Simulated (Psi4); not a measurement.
# ZnCl2 (SMILES [Cl][Zn][Cl]): methods side by side

The species is ZnCl2 (3 atoms), meant as a singlet with charge 0. SMILES: `[Cl][Zn][Cl]`. The shape was relaxed beforehand at PBE0/def2-TZVP.

```xyz
3

Cl    0.6437    1.9787    0.6504
Zn    0.0516    0.0859    0.0122
Cl   -0.5420   -1.8062   -0.6267
```

Each level gives the HOMO–LUMO gap (eV). The values are calculated.

```csv
level,kind,program,value (eV),CPU time
PBE-D4/def2-TZVPP (density fitting),GGA,Psi4,5.18,30 s
r2SCAN-D4/def2-TZVPP (density fitting),meta-GGA,Psi4,5.83,56 s
B3LYP-D4/def2-TZVPP (density fitting),global hybrid,Psi4,6.88,31 s
PBE0-D4/def2-TZVPP (density fitting),global hybrid,Psi4,7.51,29 s
wB97M-V/def2-TZVPP (density fitting),range-separated hybrid,Psi4,11.61,68 s
```

The values span 5.18 to 11.61 eV. Orbital gaps aren't excitation energies; they tend to grow with the share of exact exchange. CPU times are rough (shared hosts, several kinds of processor): they show what a rung costs within a factor of a few.
